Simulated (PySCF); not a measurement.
From computed data to an observable: chemical shift, span and skew from a shielding tensor

2-methylideneimidazole (C4H4N2), SMILES C=C1N=CC=N1. Atoms are numbered in the order given.

```xyz
10

C      0.0000     0.0000     2.0333
C      0.0000     0.0000     0.6873
N      0.0000    -1.1765    -0.0949
C      0.0000    -0.7394    -1.3149
C      0.0000     0.7394    -1.3149
N      0.0000     1.1765    -0.0949
H      0.0000     0.9456     2.5773
H      0.0000    -0.9456     2.5773
H      0.0000    -1.4014    -2.1854
H      0.0000     1.4014    -2.1854
```

The structure is a stationary point at B3LYP-D3(BJ)/def2-SVP.

GIAO shieldings from PBE0/pcSseg-1 (PySCF), non-relativistic, no solvent. The symmetric part of the tensor of C4 has the principal values -88.2, 36.6, 108.4 ppm. The same nucleus in TMS has σ = 186.3 ppm at this level (PySCF, at its B3LYP-D3(BJ)/def2-TZVP geometry).

Work out the isotropic shielding, the ¹³C shift against TMS, the span and the skew.


σ(iso) = (σ11 + σ22 + σ33)/3 = 18.9 ppm. δ = σ(ref) − σ(iso) = 186.3 − (18.9) = 167.4 ppm.
Span Ω = σ33 − σ11 = 196.6 ppm. Skew κ = 3(σ(iso) − σ22)/Ω = -0.27. Tumbling in solution averages the tensor to δ; in a static solid the shielding alone would spread this spin-1/2 line over Ω.
